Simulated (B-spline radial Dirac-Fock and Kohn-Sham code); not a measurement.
Model: configuration-average Dirac-Fock orbitals. Program: a B-spline atomic structure program.

Q: This computed X-ray form factor belongs to an atom or ion in its tabulated ground configuration. Which?

| sin θ/λ (Å⁻¹) | f₀ |
| --- | --- |
| 0.09 | 35.595 |
| 0.11 | 35.399 |
| 0.13 | 35.166 |
| 0.16 | 34.752 |
| 0.19 | 34.266 |
| 0.33 | 31.262 |
| 0.56 | 25.357 |
| 0.81 | 20.024 |
| 2.89 | 5.221 |

A: Te¹⁶⁺, with 36 electrons in [Ar] 3d10 4s2 4p6. f₀ tends to the number of electrons as s goes to zero, which the first rows give only roughly, and the rate of fall reflects the nuclear charge, 52.
